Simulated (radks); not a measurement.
Values are calculated unless marked as measured or tabulated.
Coulomb parameter of the 5d shell of neutral platinum in the model configuration [Xe] 4f14 5d8.5 6s1.5, as a second difference U = [E(n + 0.25) + E(n - 0.25) - 2 E(n)] / (0.25)^2 with all orbitals relaxed. "Bare": the charge of the atom changes with n. "Screened": the 6s shell takes up the change at fixed total charge, which measures U(5d,5d) + U(6s,6s) - 2 U(5d,6s). Level of theory: scalar-relativistic Kohn-Sham, PBE, spin-unpolarised, spherical densities, finite nucleus; Fermi nuclear charge, rms radius 5.427 fm (a radial shooting solver on a logarithmic mesh with Libxc functionals).

case,configuration,E - E(n) (eV)
start,[Xe] 4f14 5d8.5 6s1.5,0.000
bare +0.25,[Xe] 4f14 5d8.75 6s1.5,-1.473
bare -0.25,[Xe] 4f14 5d8.25 6s1.5,2.075
screened +0.25,[Xe] 4f14 5d8.75 6s1.25,-0.219
screened -0.25,[Xe] 4f14 5d8.25 6s1.75,0.285

U(bare) = 9.639 eV, U(screened by 6s) = 1.063 eV, against the Slater integral F0(5d,5d) = 14.914 eV with frozen orbitals. The step up makes a negative ion, whose loosely bound charge lowers the bare value.
